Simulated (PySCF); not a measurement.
SMILES C[Si](C)(C)[Te][SeH], singlet, GFN2-xTB optimised geometry.

```
16

Te    -1.57     1.72     0.00
Se    -0.32     2.33    -2.08
H      0.85     2.92    -1.47
Si    -0.74    -0.71     0.00
C     -1.40    -1.59    -1.55
C     -1.43    -1.48     1.59
C      1.17    -0.71     0.00
H     -1.00    -2.60    -1.63
H     -2.48    -1.66    -1.54
H     -1.11    -1.05    -2.45
H     -2.51    -1.41     1.63
H     -1.03    -1.00     2.47
H     -1.17    -2.53     1.64
H      1.57    -0.23     0.89
H      1.55    -0.16    -0.86
H      1.57    -1.72    -0.05
```

Density from PBE0/def2-TZVP, def2 effective core potentials past Kr (PySCF) at that geometry. The core electrons that the potentials of Te replace are not part of the density.

Minimum of the electron density along straight lines between bonded atoms, close to the bond critical point (lines longer than 1.1 times the sum of covalent radii, or with two minima, are not listed):

| bond | length / Å | ρ at the minimum / e bohr⁻³ | ∇²ρ there / e bohr⁻⁵ | position (fraction from the first atom) |
|---|---|---|---|---|
| Te1–Se2 | 2.506 | 0.086 | 0.00 | 0.48 |
| Se2–H3 | 1.444 | 0.184 | -0.33 | 0.63 |
| Te1–Si4 | 2.560 | 0.077 | -0.11 | 0.62 |
| Si4–C5 | 1.907 | 0.117 | 0.14 | 0.39 |
| Si4–C6 | 1.900 | 0.117 | 0.15 | 0.39 |
| Si4–C7 | 1.908 | 0.117 | 0.14 | 0.39 |
| C5–H8 | 1.086 | 0.274 | -0.92 | 0.64 |
| C5–H9 | 1.087 | 0.275 | -0.92 | 0.64 |
| C5–H10 | 1.087 | 0.275 | -0.92 | 0.64 |
| C6–H11 | 1.085 | 0.276 | -0.93 | 0.64 |
| C6–H12 | 1.085 | 0.276 | -0.93 | 0.64 |
| C6–H13 | 1.084 | 0.275 | -0.92 | 0.64 |
| C7–H14 | 1.087 | 0.275 | -0.92 | 0.64 |
| C7–H15 | 1.087 | 0.275 | -0.92 | 0.64 |
| C7–H16 | 1.086 | 0.274 | -0.92 | 0.64 |
